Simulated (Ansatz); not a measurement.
`[SiH3]C[SeH]`. Charge 0, multiplicity 1. Geometry: relaxed with PBE0-D4/def2-TZVP. It is one conformer, not always the lowest.

```xyz
9

Si    0.564   -0.743   -0.560
C    -0.884    0.259    0.079
Se   -0.284    1.934    0.894
H     1.280    0.021   -1.612
H     0.093   -2.038   -1.127
H     1.496   -1.027    0.563
H    -1.523    0.567   -0.752
H    -1.501   -0.293    0.788
H     0.758    1.318    1.727
```

Problem. What is the dipole moment at PBE/def2-TZVPP? (Estimate.)

Solution. Ansatz gave: 0.95 D, with components (-0.52, -0.79, -0.06) D in this frame, pointing from negative to positive charge.

Problem. And with r2SCAN, B3LYP, ωB97M-V? (Estimate.)

Solution. The calculation gave: r2SCAN 1.04 D, B3LYP 0.99 D, ωB97M-V 0.98 D.

Problem. Give the Mulliken charges with PBE, r2SCAN, ωB97M-V in def2-TZVPP. (Best estimate.)

Solution. The calculation gave: 
```csv
atom,PBE,r2SCAN,ωB97M-V
Si1,0.19,0.28,0.16
C2,-0.27,-0.23,-0.38
Se3,-0.08,-0.10,-0.07
H4,-0.04,-0.06,-0.01
H5,-0.06,-0.08,-0.03
H6,-0.05,-0.07,-0.03
H7,0.13,0.10,0.15
H8,0.13,0.11,0.15
H9,0.05,0.05,0.06
```

B3LYP here is the variant with VWN-RPA as its local correlation; programs differ in this.
